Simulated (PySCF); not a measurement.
Sn(Cl)2(OH)2 (Cl2H2O2Sn), SMILES [OH][Sn]([OH])([Cl])[Cl]. Atoms are numbered in the order given.

```xyz
7

O     -0.4783    -1.8898    -0.8538
Sn     0.1200    -0.2134    -0.0150
O      1.9216    -0.5948     0.6982
Cl     0.1775     1.5186    -1.5910
Cl    -1.3588     0.4188     1.6874
H      0.2153    -2.5638    -0.7743
H      2.3217     0.1748     1.1300
```

Coordinates come from a B3LYP-D3(BJ)/def2-SVP optimisation. A frequency run showed that this geometry is not a minimum. The structure was generated by enumeration; whether it is a known compound was not checked. The def2 effective core potentials stand for the cores of Sn; spin–orbit coupling is left out. Other conformers were not sampled.

Level of theory: PBE/def2-TZVP run with PySCF.

ESP charges are fitted to the potential on shells at 1.4 to 2.0 van der Waals radii. Atomic charges (e):

```csv
atom,ESP fit,Löwdin
O1,-0.53,[?]
Sn2,0.57,[?]
O3,-0.57,[?]
Cl4,-0.14,[?]
Cl5,-0.14,[?]
H6,0.42,[?]
H7,0.39,[?]
```

What belongs in the gaps? (Estimate from the structure and the level; the computed values follow.)


- O1, Löwdin: -0.28
- Sn2, Löwdin: 0.09
- O3, Löwdin: -0.29
- Cl4, Löwdin: 0.07
- Cl5, Löwdin: 0.07
- H6, Löwdin: 0.17
- H7, Löwdin: 0.17
